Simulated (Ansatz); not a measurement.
Cl2FGeH3Si, SMILES `F[Si](Cl)(Cl)[GeH3]`. The species carries charge 0 and has multiplicity 1.

Z-matrix (Å, degrees):
```
Si
Cl 1 2.038
Cl 1 2.038 2 108.8
F 1 1.589 2 107.1 3 115.4
Ge 1 2.370 2 111.5 3 -123.3
H 5 1.533 1 108.3 2 61.2
H 5 1.534 1 109.2 2 -58.6
H 5 1.534 1 109.2 2 -179.1
```

**Question.** List the harmonic frequencies (cm⁻¹, unscaled) at PBE0-D4/def2-TZVP in Ansatz. (Best estimate.)

**Answer.** Ansatz gave: 84, 94, 112, 184, 201, 246, 365, 466, 471, 571, 608, 785, 873, 877, 911, 2164, 2176, 2178.

**Question.** Is this a minimum?

**Answer.** Yes, all 18 modes are real.

**Question.** Give the ideal-gas thermochemistry at 298.15 K and 1 bar (rigid rotor, harmonic oscillator; point group Cs, symmetry number 1).

**Answer.** Zero-point energy 79.9 kJ/mol; H(298) − E = 103.8 kJ/mol; entropy 386.9 J/(mol·K), of which translation 174.5, rotation 124.6, vibration 87.7; G(298) − E = -11.6 kJ/mol. Modes under 100 cm⁻¹ are hindered rotations or soft bends, so the harmonic entropy is rough.

**Question.** And at 400, 500, 600, 800 and 1000 K?

**Answer.** 
```
T (K)  H − E (kJ/mol)  S (J/mol/K)  G − E (kJ/mol)
  400           116.4        423.1           -52.9
  500           129.9        453.2           -96.8
  600           144.2        479.4          -143.4
  800           174.6        523.1          -243.8
 1000           206.7        558.9          -352.1
```
